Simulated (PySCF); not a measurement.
# Removing an electron from `[GeH3][O]C1=[CH][GeH2][CH]=C1`

Species: C4H8Ge2O.
Structure used (PBE0-D3(BJ)/def2-SVP), in Å, numbered top down from 1:
```xyz
15
C4H8Ge2O angstrom
Ge     2.427   -0.047   -0.374
O      1.151   -1.294   -0.089
C     -0.154   -0.984   -0.034
C     -0.733    0.232   -0.195
Ge    -2.636   -0.013    0.011
C     -2.364   -1.919    0.316
C     -1.042   -2.145    0.238
H      3.718   -0.867   -0.311
H      2.337    1.002    0.745
H      2.193    0.580   -1.757
H     -0.178    1.151   -0.392
H     -3.262    0.727    1.209
H     -3.470    0.295   -1.248
H     -3.090   -2.711    0.510
H     -0.566   -3.123    0.361
```

Level: B3LYP/def2-SVPD (PySCF). Frontier orbitals with their largest atomic shares (Löwdin; up to four atoms above 4 %):

| orbital | ε (eV) | main atoms |
| --- | --- | --- |
| HOMO−3 | -8.71 | Ge5 23 %, O2 16 %, C6 13 %, C4 11 % |
| HOMO−2 | -8.29 | C6 24 %, Ge5 20 %, C4 19 %, O2 13 % |
| HOMO−1 | -7.85 | C7 26 %, C6 20 %, O2 16 %, Ge5 10 % |
| HOMO | -6.14 | ? |
| LUMO | -1.30 | C6 24 %, C7 21 %, C3 14 %, C4 13 % |
| LUMO+1 | -0.40 | Ge1 42 %, O2 14 %, H10 12 %, H9 12 % |
| LUMO+2 | -0.14 | Ge1 44 %, H8 13 %, H10 12 %, H9 12 % |

Question: What vertical ionisation energy does ΔSCF give, and how far is −ε(HOMO) from it?

Answer: ΔSCF: 8.07 eV (779 kJ/mol; threshold wavelength 154 nm); ⟨S²⟩ of the doublet left behind is 0.759, against 0.75 for a pure doublet. −ε(HOMO) is 6.14 eV, 1.93 eV below it. For the exact functional −ε(HOMO) would equal the first vertical ionisation energy; B3LYP (global hybrid, 20 % exact exchange) falls short of its own ΔSCF value by 24 %. Holes in the HOMO−1 and HOMO−2 were tried too where these lie within 1.2 eV of the HOMO; the lowest converged state counts.

Question: On which atoms does the HOMO lie?

Answer: C4 (alkene CH carbon) 35 %, C3 (vinylic carbon bearing oxygen) 18 %, C6 (alkene CH carbon) 14 %, O2 (oxygen bonded to C and Ge) 12 %, so no atom holds as much as 40 %. The HOMO−1 lies 1.71 eV lower.

Question: And the vertical electron affinity, the fundamental gap, Mulliken's electronegativity and the hardness (with the factor ½)?

Answer: EA = -0.54 eV by ΔSCF (−ε(LUMO) = 1.30 eV); a negative value means that the added electron isn't bound at this geometry and level, and the number then depends on the basis. IE − EA = 8.61 eV against an orbital gap of 4.84 eV; (IE + EA)/2 = 3.77 eV; (IE − EA)/2 = 4.30 eV.

Question: What kinetic energy would electrons from this vertical process carry with He II light (40.814 eV)?

Answer: 40.81 − 8.07 = 32.74 eV.

Question: Shift the occupied levels rigidly so that −ε(HOMO) equals the ΔSCF value. What binding energies result?

Answer: The shift is +1.93 eV: HOMO 8.07, HOMO−1 9.78, HOMO−2 10.22, HOMO−3 10.64 eV. A rigid shift is only a rough guide to the deeper ionisations.

Question: What total energies stand behind the ΔSCF value?

Answer: E(N) = -4385.84294 Eh and E(N − 1) = -4385.54641 Eh at the same geometry, 0.29653 Eh apart. With one more electron, E(N + 1) = -4385.82306 Eh.

Question: How many of the 10 lowest singlet excitations (vertical TDDFT, same level) lie below the ionisation energy?

Answer: All 10; they run from 4.26 to 6.49 eV.

Isolated species at its PBE0-D3(BJ)/def2-SVP geometry (one conformer only). The calculation is non-relativistic, for germanium too.
